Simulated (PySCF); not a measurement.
**Pd²⁺: excitation energy**

Pd²⁺ [Kr] 4d8 (3F) → Pd²⁺ [Kr] 4d7 5s1 (5F), as a difference of total energies. All numbers are calculated (PySCF 2.14, scalar relativity by spin-free X2C-1e, in x2c-TZVPPall with one added diffuse shell each of s, p, d, f type (9s7p7d3f1g, 95 functions)). Correlated levels: valence: [Kr] frozen; valence and next inner shell: [Ar] 3d10 frozen. The calculations carry no spin-orbit coupling.

```
                                method  excitation energy (eV)
                                   UHF                   6.075
                                   LDA                   6.565
                                   PBE                   6.531
                                  PBE0                   6.637
                                r2SCAN                   6.636
                                  MN15                   7.131
                                PBEsol                   6.553
                                B2PLYP                   6.665
                             BHandHLYP                   6.633
                         MP2 (valence)                   6.817
                     SCS-MP2 (valence)                   7.124
    MP2 (valence and next inner shell)                   6.579
SCS-MP2 (valence and next inner shell)                   6.759
```

**Question.** How much does correlation contribute at MP2 (valence and next inner shell)?

**Answer.** 6.579 − (6.075) = 0.504 eV, measured against UHF.

A first-order spin-orbit estimate (lowest level to lowest level, LS coupling) adds -0.017 eV.
